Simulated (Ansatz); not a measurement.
`c1ccc(-c2ccc(-c3ccc(-c4ccc(-c5ccc(-c6ccc(-c7ccc(-c8cccnc8)nc7)nc6)nc5)nc4)nc3)nc2)nc1`. Charge 0, multiplicity 1. Geometry PBE-D4/def2-SVP.

Cartesian coordinates in Å:
```
C -3.408 1.090 -15.776
C -2.064 1.335 -15.462
C -1.657 1.266 -14.125
C -2.610 0.950 -13.128
C -2.254 0.861 -11.690
C -0.939 0.985 -11.196
C -0.699 0.896 -9.825
C -1.783 0.680 -8.943
C -1.615 0.578 -7.475
C -2.737 0.358 -6.647
C -2.573 0.265 -5.267
C -1.279 0.392 -4.710
C -1.022 0.305 -3.255
C -2.015 -0.002 -2.300
C -1.681 -0.065 -0.947
C -0.346 0.180 -0.548
C 0.091 0.124 0.865
C 1.404 0.506 1.217
C 1.810 0.445 2.548
C 0.899 -0.005 3.533
C 1.260 -0.107 4.964
C 2.465 0.386 5.507
C 2.730 0.231 6.868
C 1.781 -0.421 7.690
C 1.991 -0.637 9.139
C 1.061 -1.394 9.885
C 1.273 -1.608 11.245
C 2.423 -1.064 11.865
C 2.727 -1.266 13.303
C 1.965 -2.102 14.146
C 2.328 -2.235 15.491
C 3.448 -1.527 15.957
N 4.191 -0.727 15.176
C 3.835 -0.606 13.891
N 3.305 -0.321 11.158
C 3.093 -0.119 9.859
N 0.620 -0.893 7.175
C 0.375 -0.739 5.875
N -0.356 -0.385 3.198
C -0.736 -0.321 1.923
N 0.608 0.486 -1.459
C 0.281 0.542 -2.749
N -0.201 0.606 -5.500
C -0.367 0.694 -6.819
N -3.047 0.553 -9.412
C -3.267 0.640 -10.723
N -3.905 0.719 -13.440
C -4.284 0.789 -14.720
H -3.773 1.133 -16.813
H -1.337 1.579 -16.251
H -0.608 1.462 -13.862
H -0.091 1.148 -11.878
H 0.328 0.991 -9.446
H -3.723 0.269 -7.126
H -3.452 0.102 -4.627
H -3.053 -0.199 -2.605
H -2.460 -0.298 -0.206
H 2.077 0.842 0.415
H 2.835 0.734 2.817
H 3.202 0.899 4.872
H 3.673 0.611 7.285
H 0.184 -1.798 9.359
H 0.544 -2.194 11.822
H 1.097 -2.656 13.760
H 1.753 -2.882 16.170
H 3.760 -1.614 17.014
H 4.448 0.050 13.250
H 3.849 0.506 9.350
H -0.578 -1.132 5.484
H -1.769 -0.657 1.722
H 1.080 0.790 -3.469
H 0.556 0.871 -7.398
H -4.306 0.532 -11.075
H -5.352 0.591 -14.923
```

Single mean-field runs in def2-SVP are fitted with def2-universal-jkfit.

Problem. Estimate the orbital energies around the gap (eV) in Ansatz with PBE-D4/def2-SVP, r2SCAN-D4/def2-SVP, PBE0-D4/def2-SVP.

Solution. 
```json
{"orbital": "HOMO−5", "PBE-D4/def2-SVP": "-5.80", "r2SCAN-D4/def2-SVP": "-6.18", "PBE0-D4/def2-SVP": "-7.32"}
{"orbital": "HOMO−4", "PBE-D4/def2-SVP": "-5.74", "r2SCAN-D4/def2-SVP": "-6.10", "PBE0-D4/def2-SVP": "-7.25"}
{"orbital": "HOMO−3", "PBE-D4/def2-SVP": "-5.71", "r2SCAN-D4/def2-SVP": "-6.03", "PBE0-D4/def2-SVP": "-7.05"}
{"orbital": "HOMO−2", "PBE-D4/def2-SVP": "-5.64", "r2SCAN-D4/def2-SVP": "-5.91", "PBE0-D4/def2-SVP": "-6.99"}
{"orbital": "HOMO−1", "PBE-D4/def2-SVP": "-5.41", "r2SCAN-D4/def2-SVP": "-5.78", "PBE0-D4/def2-SVP": "-6.56"}
{"orbital": "HOMO", "PBE-D4/def2-SVP": "-5.36", "r2SCAN-D4/def2-SVP": "-5.57", "PBE0-D4/def2-SVP": "-6.18"}
{"orbital": "LUMO", "PBE-D4/def2-SVP": "-3.22", "r2SCAN-D4/def2-SVP": "-3.21", "PBE0-D4/def2-SVP": "-2.59"}
{"orbital": "LUMO+1", "PBE-D4/def2-SVP": "-2.85", "r2SCAN-D4/def2-SVP": "-2.82", "PBE0-D4/def2-SVP": "-2.15"}
{"orbital": "LUMO+2", "PBE-D4/def2-SVP": "-2.37", "r2SCAN-D4/def2-SVP": "-2.32", "PBE0-D4/def2-SVP": "-1.60"}
{"orbital": "LUMO+3", "PBE-D4/def2-SVP": "-2.19", "r2SCAN-D4/def2-SVP": "-2.12", "PBE0-D4/def2-SVP": "-1.32"}
{"orbital": "LUMO+4", "PBE-D4/def2-SVP": "-2.05", "r2SCAN-D4/def2-SVP": "-1.97", "PBE0-D4/def2-SVP": "-1.17"}
{"orbital": "LUMO+5", "PBE-D4/def2-SVP": "-1.93", "r2SCAN-D4/def2-SVP": "-1.85", "PBE0-D4/def2-SVP": "-1.03"}
```
